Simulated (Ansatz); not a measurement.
Reaction (ligand exchange at the Si–C bond): `C[SiH2]C(F)F` + `B[SeH]` → `B[Se][SiH2]C` + difluoromethane

Calculated with Ansatz (gas phase, PBE0-D4/def2-TZVP geometries, no zero-point term in ΔE). CCSD(T)/CBS is the MP2 limit (def2-TZVPP, def2-QZVPP) plus CCSD(T) − MP2 in def2-TZVPP, frozen cores. This one scheme is used for every species. For Se outer-core shells are correlated without core-valence functions, which leaves a few kJ/mol of doubt a bond. Scalar relativity is left out up to krypton. Each species was taken in one conformer, which may not be the lowest.

| species | SCS-MP2/def2-TZVPP energy (Eh) |
| --- | --- |
| `C[SiH2]C(F)F` | -568.12909 |
| `B[SeH]` | -2426.66475 |
| `B[Se][SiH2]C` | -2756.16439 |
| `FCF` | -238.66577 |

(1) Work out ΔE.

Largest T1 diagnostic among the species: 0.013.

Answers

(1) ΔE = (-2756.16439) + (-238.66577) − (-568.12909) − (-2426.66475) = -0.03632 Eh = -95.4 kJ/mol. CCSD(T)/CBS gives -92.9 kJ/mol.

From PBE to PBE0 (25 % exact exchange), in def2-TZVPP and without D4, ΔE moves by −6.7 kJ/mol. The D4 term adds −5.5 kJ/mol with B3LYP and −3.0 kJ/mol with PBE0; it sums over pairs of atoms, weighted by their polarisabilities, and B3LYP, whose exchange is more repulsive, gets the larger term.

B3LYP here is the variant with VWN-RPA as its local correlation; programs differ in this.
